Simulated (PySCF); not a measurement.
Si(H)(OH)2(SeH) (H₄O₂SeSi), SMILES O[SiH](O)[SeH].

Coordinates come from a PBE-D3(BJ)/def2-SVP optimisation. The structure was generated by enumeration, and PubChem lists no compound with its InChIKey, so it may never have been made. The values are those of a single conformer.

These are r2SCAN/def2-TZVP (PySCF) values and carry that method's errors.

Isolated molecule, no solvent.

Computed frontier levels, gap, dipole moment and polarisability:
highest occupied level: -6.45 eV
lowest empty level: -0.77 eV
orbital gap: 5.68 eV
dipole moment: 2.11 D
quadrupole, principal values (traceless, Buckingham form, about the centre of nuclear charge): -8.60, 1.95, 6.65 D·Å
mean static polarisability: 58.4 bohr³ (8.65 Å³)
polarisability, principal values: 50.8, 54.7, 69.6 bohr³
